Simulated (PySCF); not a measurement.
Molecule: `CC(C)(C)S(=O)(=O)Cl`, C₄H₉ClO₂S.

Bonds (- single, = double, # triple, : aromatic): C1-C2, C2-C3, C2-C4, C2-S5, S5=O6, S5=O7, S5-Cl8. C1 carries H9, H10, H11; C3 carries H12, H13, H14; C4 carries H15, H16, H17.

Geometry PBE0-D3(BJ)/def2-SVP throughout; GIAO in PySCF, gas phase, one conformer, non-relativistic; equivalent atoms averaged; functional PBE0.

A run gave: C2 114.2, C1/C3/C4 174.3, S5 128.2, O6/O7 -9.9, Cl8 338.6, H9/H10/H11/H12/H13/H14/H15/H16/H17 30.87 ppm (absolute shieldings σ).

Which basis set was used in that run?
A. pcSseg-1
B. 6-311+G(2d,p)
C. 6-31G*
D. 6-31G
E. STO-3G

## Answers

D. Cl8 tells them apart best: 6-31G gives 338.6, STO-3G gives 791.3, pcSseg-1 gives 376.6, 6-311+G(2d,p) gives 376.3, 6-31G* gives 423.8 ppm.
